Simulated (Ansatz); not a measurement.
One change: `C[Si](C)([SeH])[SeH]` becomes `C[Si](C)(F)[SeH]`.

Ansatz, PBE0-D4/def2-TZVP geometries, multiplicity 1. Each molecule was computed in one conformer, which needn't be the lowest.

Scalar relativity is left out up to krypton.

| property | `C[Si](C)([SeH])[SeH]` |
| --- | --- |
| size of the dipole moment (PBE/def2-TZVPP) / D | 1.26 |
| HOMO energy (PBE0/def2-TZVPP) / eV | -6.72 |
| LUMO energy (ωB97M-V/def2-TZVPP) / eV | 1.53 |
| size of the dipole moment (B3LYP/def2-TZVPP) / D | 1.28 |
| HOMO energy (ωB97M-V/def2-TZVPP) / eV | -8.84 |
| HOMO energy (B3LYP/def2-TZVPP) / eV | -6.49 |

Problem. Give the same properties after the change, and the shifts. (Best estimate.)

Solution. Computed: 
```json
{"property": "size of the dipole moment (PBE/def2-TZVPP) / D", "`C[Si](C)(F)[SeH]`": "2.49", "shift": "1.23"}
{"property": "HOMO energy (PBE0/def2-TZVPP) / eV", "`C[Si](C)(F)[SeH]`": "-6.96", "shift": "-0.24"}
{"property": "LUMO energy (ωB97M-V/def2-TZVPP) / eV", "`C[Si](C)(F)[SeH]`": "1.78", "shift": "0.25"}
{"property": "size of the dipole moment (B3LYP/def2-TZVPP) / D", "`C[Si](C)(F)[SeH]`": "2.54", "shift": "1.26"}
{"property": "HOMO energy (ωB97M-V/def2-TZVPP) / eV", "`C[Si](C)(F)[SeH]`": "-9.13", "shift": "-0.29"}
{"property": "HOMO energy (B3LYP/def2-TZVPP) / eV", "`C[Si](C)(F)[SeH]`": "-6.72", "shift": "-0.23"}
```

With PBE0 the HOMO falls by 0.24 eV and the LUMO rises by 0.31 eV, so the gap widens by about 0.55 eV. PBE moves the HOMO by -0.20 eV and ωB97M-V by -0.29 eV. Dipoles are sizes alone; their direction can turn.

B3LYP here is the variant with VWN-RPA as its local correlation; programs differ in this.

Spin–orbit coupling is left out; it splits and shifts lone-pair levels of the heavy atoms by tenths of an eV.
